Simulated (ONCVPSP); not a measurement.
# Ranking ONCV potentials for oxygen (O)

All share these settings but for the change named:

* Element: oxygen
* Generator: ONCVPSP 4.0.1
* Type: optimised norm-conserving Vanderbilt (ONCV)
* Functional: PBEsol
* Relativity: non-relativistic
* Frozen core: [He]
* Valence charge: 6
* Reference configuration: 2s1 2p5
* Partial waves: 2s: rc 0.80 bohr, ncon 4, nbas 8, qcut 9.2 1/bohr, local; 2p: rc 1.70 bohr, ncon 5, nbas 8, qcut 9 1/bohr, 2 projectors, debl 1.7 Ha; d scattering state at 0.4 Ha: rc 1.80 bohr, ncon 5, nbas 8, qcut 6.2 1/bohr, 1 projector
* Local potential: the s channel
* Core correction: none

Test errors are all-electron minus pseudo excitation energies from the reference, over 2s2 2p4; 2s2 2p3; 2s2 2p2; 2s0 2p6. None of these files shows a bound ghost.

The base gives 429.9 meV.

Of 10 variants that were run, those that failed, showed a ghost or another fault, or gave nearly equal values are left out.

A variant can come out equal or close to the base, since the largest error may sit in a test that the change hardly touches while other tests move.

(1) Rank these variants by their largest absolute test error, smallest first.
A. s: qcut 8.7; p: qcut 8.5; d: qcut 5.8
B. s: qcut 10.9; p: qcut 10.7; d: qcut 7.3
C. s: qcut 5.8; p: qcut 5.7; d: qcut 3.9
D. s: qcut 12.5; p: qcut 12.2; d: qcut 8.4
E. s: qcut 6.9; p: qcut 6.8; d: qcut 4.7

Results:

(1) D (293.9 meV), B (353.7 meV), A (468.0 meV), E (674.8 meV), C (876.2 meV).
